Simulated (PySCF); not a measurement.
Identify the unknown among the candidates.

All candidates are C6H11B.

- Triplet: lowest triplet excitation (Tamm–Dancoff): 3.62 eV [TDA wB97X-D/def2-SVPD]
- 13C NMR: chemical shifts (computed TMS as zero) by class: 157.3 (1 C), 154.3 (1 C), 137.1 (1 C), 128.8 (1 C), 31.6 (1 C), 23.7 (1 C) ppm [GIAO PBE0/pcSseg-1]
- 1H NMR: chemical shifts (computed TMS as zero) by class: 6.44 (1 H), 6.30 (1 H), 5.78 (1 H), 5.49 (1 H), 5.48 (1 H), 5.38 (1 H), 2.41 (2 H), 1.88 (3 H) ppm [GIAO PBE0/pcSseg-1]
- Polarisability: 91.3 au [wB97X-D/def2-SVPD]
- NMR, other nuclei: isotropic shieldings of nuclei other than C and H, by class: 52 (1 B) ppm [GIAO PBE0/pcSseg-1]
- Couplings: largest of the computed one-bond spin–spin couplings (means over like bonds): 13C–1H +171.5, 13C–1H +170.2, 13C–1H +166.9, 13C–1H +163.3, 13C–1H +158.9, 11B–1H +143.6, 13C–1H +142.8 (×2), 13C–1H +131.9 (×3) Hz [B3LYP/pcJ-1, spin–dipole term left out for some pairs]
- Rotational structure: rotational constants A, B, C: 4.497, 1.530, 1.401 GHz [PBE0-D3(BJ)/def2-SVP]
- Valence photoelectron: vertical ionisation energy: 9.04 eV [ΔSCF wB97X-D/def2-SVPD]
- Dipole: 0.71 D [wB97X-D/def2-SVPD]
- UV, first state: lowest singlet excitation: 5.23 eV (237 nm, f = 0.288) [TDDFT wB97X-D/def2-SVPD]

The electronic properties come from PySCF, for the isolated species, density fitting. Levels stand in brackets. One conformer (not necessarily the lowest) at the PBE0-D3(BJ)/def2-SVP geometry, without solvent, vibrations or thermal averaging. NMR values are class means; diastereotopic atoms form classes of their own.

Task: Which candidate is it?
A. `C=CCBC1CC1`
B. `C=CB1CCCC1`
C. `C=CCBC(=C)C`

Result: C. It is `C=CCBC(=C)C`. Numbering: `[CH2:1]=[CH:2][CH2:3][BH:4][C:5](=[CH2:6])[CH3:7]`. 6 carbons fall into 6 classes; from least to most shielded: fully substituted alkene carbon [C5] (157.3 ppm), terminal =CH2 carbon [C6] (154.3 ppm), terminal =CH2 carbon [C1] (137.1 ppm), alkene CH carbon [C2] (128.8 ppm), sp3 carbon bound to boron [C3] (31.6 ppm), allylic carbon [C7] (23.7 ppm). Hydrogen classes from least to most shielded: 1 H on a terminal =CH2 carbon, C6 (6.44 ppm), 1 H on a terminal =CH2 carbon, C6 (6.30 ppm), 1 H on a terminal =CH2 carbon, C1 (5.78 ppm), 1 H on a terminal =CH2 carbon, C1 (5.49 ppm), 1 H on an alkene CH carbon, C2 (5.48 ppm), 1 H on a three-coordinate boron, B4 (5.38 ppm), 2 H on an sp3 carbon bound to boron, C3 (2.41 ppm), 3 H on an allylic carbon, C7 (1.88 ppm). The other shieldings belong to: 52 ppm, three-coordinate boron [B4]. The couplings run between: +171.5 Hz, terminal =CH2 carbon [C6] and its hydrogen; +170.2 Hz, terminal =CH2 carbon [C1] and its hydrogen; +166.9 Hz, terminal =CH2 carbon [C1] and its hydrogen; +163.3 Hz, alkene CH carbon [C2] and its hydrogen; +158.9 Hz, terminal =CH2 carbon [C6] and its hydrogen; +143.6 Hz, three-coordinate boron [B4] and its hydrogen; +142.8 Hz, sp3 carbon bound to boron [C3] and its hydrogen (with 1 like pair); +131.9 Hz, allylic carbon [C7] and its hydrogen (with 2 like pairs). The first electron is taken from the HOMO, whose largest Löwdin shares are 0.24 on a terminal =CH2 carbon, 0.19 on the alkene CH carbon, 0.14 on a terminal =CH2 carbon and 0.12 on the fully substituted alkene carbon. The optimised geometry has point group C1 and is an asymmetric top.

The others, at the same levels:
- `C=CCBC1CC1` fails: it has 5 carbon classes against 6; its computed 13C shifts are 147.6 (1 C), 120.5 (1 C), 39.6 (1 C), 12.9 (1 C), 11.2 (2 C) ppm, 1H shifts are 6.39 (1 H), 6.13 (1 H), 5.26 (1 H), 5.20 (1 H), 2.38 (2 H), 1.06 (2 H), 0.89 (2 H), 0.83 (1 H) ppm and lowest singlet excitation is 5.70 eV (218 nm, f = 0.007) (against 5.23 eV).
- `C=CB1CCCC1` fails: it has 4 carbon classes against 6; its computed 13C shifts are 152.8 (1 C), 146.4 (1 C), 30.0 (2 C), 29.4 (2 C) ppm, 1H shifts are 7.02 (1 H), 6.66 (1 H), 6.65 (1 H), 1.65 (4 H), 1.23 (4 H) ppm and vertical ionisation energy is 10.02 eV (against 9.04 eV).

Each candidate is one conformer, not necessarily the lowest. Dipoles, sizes and rotational constants follow the conformer. The torsions of the flexible species, by atom-mapped SMILES:
- `[CH2:1]=[CH:2][CH2:3][BH:4][C:5](=[CH2:6])[CH3:7]`: C1–C2–C3–B4 -78°, C2–C3–B4–C5 -85°, C3–B4–C5–C6 -179°
- `[CH2:1]=[CH:2][CH2:3][BH:4][CH:5]1[CH2:6][CH2:7]1`: C1–C2–C3–B4 -110°, C2–C3–B4–C5 2°, C3–B4–C5–C6 147°

The conformers of `C=CB1CCCC1` aren't listed.
